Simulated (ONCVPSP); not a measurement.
**Before and after: ONCV potential for Ga**

```
Element                 : gallium (Ga)
Generator               : ONCVPSP 4.0.1
Type                    : optimised norm-conserving Vanderbilt (ONCV)
Functional              : PBE
Relativity              : scalar-relativistic
Frozen core             : [Ar] 3d10
Valence charge          : 3
Reference configuration : 4s2 4p1
Partial waves           : 4s: rc 2.10 bohr, ncon 4, nbas 8, qcut 3 1/bohr, 2 projectors, debl 3.6 Ha; 4p: rc 1.80 bohr, ncon 4, nbas 7, qcut 5.1 1/bohr, 2 projectors, debl 1.8 Ha
Local potential         : polynomial inside 1.70 bohr (lpopt 5, dvloc0 6 Ha)
Core correction         : Teter function fitted to the true core (icmod 2), fcfact 0.25
```

Change: s: qcut 2.5.

Cutoffs: the cutoffs (Ha) at which the residual kinetic energy of the hardest occupied pseudo-wave falls to 1 and 0.1 mHa per electron; they do not see the model core or the augmentation charge, which bear on the density cutoff. Errors are all-electron minus pseudo energies relative to the spin-unpolarised reference configuration.

Task: Predict the effect on cutoff, ghosts and configuration errors.

Result: The potential gets harder (11 Ha and 37 Ha → 29 Ha and 39 Ha); the errors of the 4 common tests hardly move; neither file shows a bound ghost.

```tsv
quantity	base	changed
cutoff, loose	11 Ha	29 Ha
cutoff, tight	37 Ha	39 Ha
loose cutoff by channel	s 11 Ha, p 5.0 Ha	s 29 Ha, p 5.0 Ha
bound ghosts	none	none
GHOST(+) flags under 300 eV	none	none
error for 4s2 4p0, meV [ΔE 5.69 eV]	-6.9	-6.9
error for 4s1 4p0, meV [ΔE 26.82 eV]	-157	-162
error for 4s2 4p0.5, meV [ΔE 2.03 eV]	-0.6	-0.6
error for 4s1 4p1, meV [ΔE 13.06 eV]	-53	-57
s: phases at 2.13 bohr within 0.05 rad from the reference energy up to (Ha; the scan ends near 5)	to the end of the scan	to the end of the scan
p: phases at 1.82 bohr within 0.05 rad from the reference energy up to (Ha; the scan ends near 5)	4.3	4.3
rms error of d²Exc/dni dnj with the model core, mHa	0.71	0.61
```

Base: The cutoffs count occupied waves only; projector 2 of the p channel, the hardest unoccupied one, needs 47 Ha at the loose tolerance.
